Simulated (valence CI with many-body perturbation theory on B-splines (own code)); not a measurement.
# Energy levels of Pt XL

Method: valence CI with perturbative core correlation (CI+MBPT): three valence electrons over a frozen Dirac-Fock core [Kr], a basis of 7 s, 7 p, 8 d, 6 f, 4 g, 1 h functions for each j, with the one-electron correlation potential Σ1 (screened to all orders), the two-electron term Σ2, the three-electron term Σ3, Breit, model QED; selected single and double excitations, second order for the rest, scaled by the run's own slope (own B-spline code, finite nucleus).

The last digits are not significant, and no measured levels were compared; by estimate large intervals hold to a few tenths of a per cent, small ones and those within an open d or f shell to about a per cent. Only levels of the ground parity were solved; by the run's estimate the other parity begins above the list, which can be wrong where configurations are misplaced.

Levels 1 to 19 of 19, with energies above the lowest level, (4d3/2^3) J=3/2. "Leading %" is the weight of the configuration and term that name the level; weights of strongly mixed levels are sums over their largest components and can fall short, so below about 35 % the name and the second component can differ from the true leading terms, or belong to a minority configuration. In the jj column 3d3/2^4 stands for four electrons in 3d with j = 3/2. Lifetimes count E1, E2, E3, M1 and M2 decay at the calculated energies, and are blank where another channel may lead or the interval is too uncertain; long ones can be off by a factor of two.

| No. | Configuration | Term | J | E (cm⁻¹) | Leading % | Second component | Lifetime | Leading jj |
| --- | --- | --- | --- | --- | --- | --- | --- | --- |
| 1 | 4d³ | ⁴F | 3/2 | 0 | 47 | 38 % 4d³ ²D |  | 4d3/2^3 (98 %) |
| 2 | 4d³ | ⁴F | 5/2 | 168460 | 83 | 15 % 4d³ ²D | 8.53 μs | 4d3/2^2 4d5/2 (99 %) |
| 3 | 4d³ | ⁴P | 3/2 | 188700 | 39 | 31 % 4d³ ⁴F | 10.6 μs | 4d3/2^2 4d5/2 (98 %) |
| 4 | 4d³ | ²G | 7/2 | 202960 | 48 | 34 % 4d³ ⁴F | 1.70 ms | 4d3/2^2 4d5/2 (96 %) |
| 5 | 4d³ | ²H | 9/2 | 204970 | 45 | 42 % 4d³ ²G | 17.4 s | 4d3/2^2 4d5/2 (99 %) |
| 6 | 4d³ | ⁴P | 1/2 | 206500 | 59 | 41 % 4d³ ²P | 28.0 μs | 4d3/2^2 4d5/2 (100 %) |
| 7 | 4d³ | ²D | 5/2 | 279470 | 40 | 37 % 4d³ ⁴P | 65.7 μs | 4d3/2^2 4d5/2 (94 %) |
| 8 | 4d³ | ⁴F | 7/2 | 368060 | 64 | 33 % 4d³ ²G | 4.53 μs | 4d3/2 4d5/2^2 (98 %) |
| 9 | 4d³ | ⁴F | 9/2 | 383980 | 51 | 41 % 4d³ ²H | 7.83 μs | 4d3/2 4d5/2^2 (97 %) |
| 10 | 4d³ | ⁴P | 3/2 | 398440 | 41 | 38 % 4d³ ²D | 3.75 μs | 4d3/2 4d5/2^2 (99 %) |
| 11 | 4d³ | ²P | 1/2 | 408350 | 59 | 41 % 4d³ ⁴P | 5.82 μs | 4d3/2 4d5/2^2 (100 %) |
| 12 | 4d³ | ²D | 5/2 | 413520 | 39 | 37 % 4d³ ⁴P | 7.37 μs | 4d3/2 4d5/2^2 (94 %) |
| 13 | 4d³ | ²H | 11/2 | 416750 | 100 |  | 18.9 μs | 4d3/2 4d5/2^2 (100 %) |
| 14 | 4d³ | ²D | 5/2 | 440950 | 45 | 41 % 4d³ ²F | 11.8 μs | 4d3/2 4d5/2^2 (97 %) |
| 15 | 4d³ | ²F | 7/2 | 444950 | 80 | 18 % 4d³ ²G | 14.6 μs | 4d3/2 4d5/2^2 (98 %) |
| 16 | 4d³ | ²D | 3/2 | 507650 | 76 | 19 % 4d³ ²P | 6.76 μs | 4d3/2 4d5/2^2 (94 %) |
| 17 | 4d³ | ²G | 9/2 | 582110 | 51 | 36 % 4d³ ⁴F | 3.76 μs | 4d5/2^3 (98 %) |
| 18 | 4d³ | ²D | 3/2 | 626550 | 47 | 38 % 4d³ ²P | 3.55 μs | 4d5/2^3 (94 %) |
| 19 | 4d³ | ²D | 5/2 | 661280 | 61 | 22 % 4d³ ²F | 2.80 μs | 4d5/2^3 (96 %) |

The ionisation energy to 4d² ³F2 of the next ion comes out as 1822.4 eV (NIST: 1821 ± 4 eV (theoretical)). All 19 levels together are meant to be complete up to 687730 cm⁻¹.
